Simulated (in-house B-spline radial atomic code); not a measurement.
Te⁴⁺. Computed with a B-spline radial atomic code. Model: all-electron spherical atom, spin shells full or empty, radial basis limit, no spin-orbit coupling, Breit or QED, empty-state partial waves extrapolated as (l+1/2)^-4, RPA, G0W0 and static COHSEX of the highest shell as one setting changes (uncorrelated shells keep exact exchange).

Given: element Te; charge 4; filled core Kr; hamiltonian one-electron scalar X2C; mean-field start LDA VWN5; highest l of empty states 9; nuclear rms radius 4.7423 fm; highest mean-field shell 5s.

Shell: 4d 5 5, 5s 1 1 (electrons up and down).

| lowest nl shells left uncorrelated | RPA correlation energy (hartree) | G0W0 level (eV) | G0W0 minus most complete (meV) | COHSEX level (eV) | removal by RPA minus most complete (meV) |
| --- | --- | --- | --- | --- | --- |
| 0 | -3.8811 | -59.027 | 0 | -61.239 | 0 |
| 1 | -3.7035 | -59.026 | 0.2 | -61.238 | -0.1 |
| 2 | -3.5081 | -59.03 | -3.1 | -61.247 | 3.7 |
| 3 | ? | ? | ? | ? | ? |
| 4 | -2.7668 | -59.043 | -16.9 | -61.274 | 19.6 |
| 5 | ? | ? | ? | ? | ? |
| 6 | -1.3699 | -58.962 | 64.9 | -61.155 | -32.7 |
| 7 | -1.2107 | -59.042 | -15.1 | -61.304 | 39.1 |
| 8 | -0.75277 | -58.948 | 78.3 | -61.166 | -88.5 |
| 9 | -0.073702 | -57.863 | 1163.1 | -59.614 | -1321.7 |

(1) What follows for lowest nl shells left uncorrelated = 5?

(2) What follows for lowest nl shells left uncorrelated = 3?

Answers

(1) RPA correlation energy -2.2272 hartree; G0W0 level -59.033 eV; G0W0 minus most complete -6.2 meV; COHSEX level -61.263 eV; removal by RPA minus most complete 13.6 meV.

(2) RPA correlation energy -2.9482 hartree; G0W0 level -59.026 eV; G0W0 minus most complete 0.6 meV; COHSEX level -61.237 eV; removal by RPA minus most complete 2 meV.
